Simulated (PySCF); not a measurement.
C5H9NS (charge -1 and doublet state).
SMILES with atom numbers: `[CH2:1]=[CH:2][C:3]([S-:4])[N:5]([CH3:6])[CH3:7]` (hydrogens: H8, H9 on C1; H10 on C2; H11, H12, H13 on C6; H14, H15, H16 on C7)

Structure used (GFN2-xTB), in Å, numbered top down from 1:
```xyz
16
C5H9NS angstrom
C      2.0965   -0.1472   -1.1859
C      1.6171   -0.9129   -0.1615
C      0.4694   -0.6874    0.5994
S      0.0579   -1.7164    1.8992
N     -0.3762    0.4087    0.2439
C     -1.2075    0.1272   -0.9069
C     -1.1521    0.9401    1.3367
H      3.0069   -0.4114   -1.7021
H      1.6133    0.7670   -1.4860
H      2.1786   -1.7990    0.1181
H     -2.0191   -0.5866   -0.6793
H     -0.5867   -0.2946   -1.6953
H     -1.6600    1.0582   -1.2663
H     -1.9426    0.2515    1.6756
H     -0.4876    1.1307    2.1781
H     -1.6157    1.8811    1.0209
```

The hyperfine couplings belong to this conformer and change with its torsions.

Theory: PySCF 2.14.0, UKS B3LYP, pcH-1 on C H N S, non-relativistic, mean-field spin-orbit, GIAO. Whether the extra electron is bound in the gas phase wasn't checked; a finite basis holds it in any case. A GFN2-xTB geometry isn't a minimum of the functional, and hyperfine couplings can be far from their values at a DFT geometry, by a factor of two or more for some ions and for spin on atoms past the first row. Stability of the SCF solution: not tested.

Principal values of hyperfine tensors in MHz (contact, dipolar and spin–orbit terms together), for some of the nuclei:

```tsv
atom	isotope	A1	A2	A3
C3	13C	2.27	3.28	105.89
C1	13C	-0.12	1.29	100.92
H8	1H	-44.58	-26.79	-10.80
H9	1H	-41.57	-26.97	-12.37
C2	13C	-31.34	-26.29	-21.47
C6	13C	20.26	20.76	26.12
H14	1H	1.33	2.25	6.20
H10	1H	-2.05	1.84	6.67
```

**Question.** Split each tensor into its isotropic and traceless parts, and turn a_iso into mT with g = 2.0083.

**Answer.** a_iso is a third of the trace, T = A − a_iso, and a(mT) = a(MHz)/(g × 13.996). The tensors hold a spin–orbit part: the run splits a_iso into a_FC + a_SO, and T includes its anisotropic share.

```csv
atom,a_iso (MHz),a_FC,a_SO,a_iso (mT),T1,T2,T3
C3,37.15,36.84,0.31,1.322,-34.87,-33.87,68.74
C1,34.03,34.14,-0.11,1.211,-34.15,-32.74,66.89
H8,-27.39,-27.38,-0.01,-0.975,-17.19,0.60,16.59
H9,-26.97,-26.97,0.00,-0.960,-14.60,0.00,14.60
C2,-26.37,-26.35,-0.02,-0.938,-4.97,0.08,4.90
C6,22.38,22.38,0.00,0.796,-2.11,-1.62,3.74
H14,3.26,3.25,0.01,0.116,-1.93,-1.01,2.94
H10,2.15,2.15,0.00,0.077,-4.21,-0.31,4.52
```

**Question.** What spin density at the nucleus of C6 lies behind its contact coupling (g_N = 1.40482)?

**Answer.** a_FC = 800.24 MHz bohr³ × g_N × ρ(0)/(2S). With a_FC = 22.38 MHz and 2S = 1, ρ(0) = 0.01991 bohr⁻³.

**Question.** S4 (33S, g_N = 0.42921) isn't in the table. Its spin density at the nucleus is 0.01602 bohr⁻³. What is its contact coupling?

**Answer.** By the same relation, a_FC = 5.50 MHz. The spin–orbit term adds +0.32 MHz. Its full tensor has the principal values -22.29, -21.25, 61.01 MHz.

**Question.** In a single crystal, with the field along each principal axis of the tensor of C3 in turn, what first-order splitting does this nucleus give (isotropic g, quadrupole terms neglected)?

**Answer.** 2 lines (I = 1/2), spaced by |A_i|/(g × 13.996): 0.08, 0.12, 3.77 mT along the axes of A1, A2 and A3.

The SMILES draws the unpaired electron on C3; the largest computed Mulliken spin population is on C1 (0.47 against 0.34).
